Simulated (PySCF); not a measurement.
iodoethane cation (C2H5I), SMILES CCI (connectivity only; charge and spin as stated), charge +1, multiplicity 2. Atoms are numbered in the order given.

```xyz
8

C     -0.4180    -2.4723     0.0000
C      0.6677    -1.4487     0.0000
I     -0.0404     0.6547     0.0000
H     -1.0481    -2.4357     0.8996
H      0.0994    -3.4503     0.0000
H     -1.0481    -2.4357    -0.8996
H      1.3188    -1.4253     0.8939
H      1.3188    -1.4253    -0.8939
```
Charge +1, spin multiplicity 2.

The structure is a stationary point at r2SCAN-D4/def2-SVP. The multiplicity is an assumed one; other spin states were not compared. The def2 effective core potentials stand for the cores of I; spin–orbit coupling is left out.

Computed with PBE/def2-TZVPD (PySCF).

Q: Estimate the frontier levels, dipole moment and polarisability. (The exact figures need the calculation; the answer reports its results.)

A: 
```yaml
"α spin, highest occupied and lowest empty level": -13.03 and -8.18 eV
"β spin, highest occupied and lowest empty level": -12.74 and -12.56 eV
dipole_moment_about_the_centre_of_nuclear_charge: 2.55 D
mean_static_polarisability: 56.9 bohr³ (8.43 Å³)
polarisability_principal_values: 41.8, 46.7, 82.1 bohr³
"⟨S²⟩": 0.753 (pure state 0.75)
```
